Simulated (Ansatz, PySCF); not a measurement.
System: CHCl, net charge 0, singlet state. SMILES: [CH]Cl
Structure (B3LYP-D3(BJ)/def2-TZVP (Ansatz, a first-principles code) minimum search):
```
C
H 1 1.1091
Cl 1 1.6972 2 102.31
```

Wanted: vertical electron affinity (to the doublet state of charge -1; a negative value means that the extra electron is unbound and the number depends on the basis; each state is the SCF solution reached for its spin; for the singlet the Hartree-Fock reference is unstable and T1 is 0.021), in eV. Correlated levels leave the core frozen unless marked. Open shells are spin-unrestricted. No spin-orbit coupling. No relativistic terms. Anions need diffuse functions: aug- sets have them; def2-D sets add few. CBS marks a two-point X^-3 extrapolation of the correlation energy; Hartree-Fock from the larger set. The bracket is a focal-point correction in the basis named.

| level | program | vertical electron affinity (eV) |
|---|---|---|
| HF/def2-SVPD | Ansatz | 0.44 |
| HF/aug-cc-pV(Q+d)Z | Ansatz | 0.45 |
| HF/def2-QZVPPD | Ansatz | 0.44 |
| PBE0/def2-TZVPD | Ansatz | 1.08 |
| M06-2X/def2-TZVPD | PySCF | 0.97 |
| CAM-B3LYP/def2-TZVPD | Ansatz | 1.09 |
| wB97M-V/def2-TZVPD | Ansatz | 0.86 |
| MP2/def2-SVPD | Ansatz | 0.80 |
| MP2/def2-TZVPPD | Ansatz | 0.93 |
| RI-MP2/aug-cc-pV(T+d)Z | Ansatz | 1.02 |
| RI-MP2/aug-cc-pV(Q+d)Z | Ansatz | 1.05 |
| SCS-MP2/def2-SVPD | Ansatz | 0.69 |
| SCS-MP2/aug-cc-pV(T+d)Z | Ansatz | 0.87 |
| SCS-MP2/aug-cc-pV(Q+d)Z | Ansatz | 0.91 |
| CCSD/CBS(aug-cc-pV(T+d)Z,aug-cc-pV(Q+d)Z) | Ansatz | 0.96 |
| CCSD(T)/def2-TZVPPD | Ansatz | 0.80 |
| CCSD(T)/aug-cc-pV(Q+d)Z | Ansatz | 0.94 |
| CCSD(T)/def2-QZVPPD | Ansatz | 0.88 |
| RI-MP2/CBS(def2-TZVPPD,def2-QZVPPD)+[CCSD(T)-MP2]/def2-TZVPPD | Ansatz | 0.91 |
| RI-MP2/CBS(def2-TZVPPD,def2-QZVPPD)+[CCSD(T)-MP2]/def2-QZVPPD | Ansatz | 0.93 |
| CCSD(T)/CBS(aug-cc-pV(T+d)Z,aug-cc-pV(Q+d)Z) | Ansatz | 0.97 |
